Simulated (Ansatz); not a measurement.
Species: CH3Cl5Si2 (charge 0, singlet). 
Coordinates optimised at B3LYP-D3(BJ)/def2-TZVP (Ansatz, an electronic-structure program):
```
C
H 1 1.0932
H 1 1.0948 2 107.20
Si 1 1.8516 2 108.04 3 -115.77
Si 1 1.8625 2 109.03 3 115.25
H 5 1.4673 1 112.45 2 -169.60
Cl 4 2.0411 1 111.01 2 -43.21
Cl 4 2.0482 1 109.93 2 76.73
Cl 4 2.0490 1 110.20 2 -164.01
Cl 5 2.0507 6 108.53 1 122.59
Cl 5 2.0574 6 107.90 1 -119.29
```
Charge 0, spin multiplicity 1.

Property: vertical ionisation energy (to the doublet state of charge +1; each state is the SCF solution reached for its spin; for the doublet the Hartree-Fock reference is unstable and T1 is 0.030), in eV. Valence correlation only, unless marked. Open shells are spin-unrestricted. Spin-orbit coupling is left out. No relativistic terms. CBS(X,Y): correlation extrapolated as X^-3; Hartree-Fock from the larger set.

```
level                                        program  vertical ionisation energy (eV)
-------------------------------------------  -------  -------------------------------
SVWN5/def2-TZVPD                              Ansatz                            10.16
r2SCAN/def2-TZVPD                             Ansatz                            10.32
PBE0/def2-TZVPD                               Ansatz                            10.71
CAM-B3LYP/def2-TZVPD                          Ansatz                            11.11
wB97X-V/def2-TZVPD                            Ansatz                            11.32
B2PLYP/def2-TZVPD                             Ansatz                            10.88
RI-MP2/aug-cc-pV(Q+d)Z                        Ansatz                            12.13
RI-MP2/CBS(aug-cc-pV(T+d)Z,aug-cc-pV(Q+d)Z)   Ansatz                            12.20
CCSD/aug-cc-pV(D+d)Z                          Ansatz                            11.30
```
